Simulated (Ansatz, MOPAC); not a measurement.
System: PbClF, net charge 0, singlet state. SMILES: [F][Pb][Cl]

Atoms: Pb1, F2, Cl3. Bonds: Pb1-F2, Pb1-Cl3.

Bond lengths (Å) and angles (degrees) optimised at PM7 with MOPAC; MNDO with MOPAC; PBE/6-31G* with LANL2DZ past Ar with Ansatz (a program for electronic structure); MP2/6-31G* with LANL2DZ past Ar with Ansatz, each started from the B3LYP-D3(BJ)/def2-TZVP structure (Ansatz) of the last column. A row stands for all coordinates that are equal there. 6-31G* holds six Cartesian d functions. No wavenumbers were computed at MNDO, PBE/6-31G* with LANL2DZ past Ar, MP2/6-31G* with LANL2DZ past Ar, so these may be saddle points.

```csv
coordinate,PM7,MNDO,PBE/6-31G* with LANL2DZ past Ar,MP2/6-31G* with LANL2DZ past Ar,B3LYP-D3(BJ)/def2-TZVP
Pb1-F2,1.941,1.993,1.954,1.920,2.058
Pb1-Cl3,2.324,2.392,2.483,2.475,2.480
F2-Pb1-Cl3,96.1,97.7,99.1,98.2,98.2
```

Mean signed difference of all 2 bond lengths from B3LYP-D3(BJ)/def2-TZVP: PM7 -0.137 Å, MNDO -0.077 Å, PBE/6-31G* with LANL2DZ past Ar -0.051 Å, MP2/6-31G* with LANL2DZ past Ar -0.072 Å.
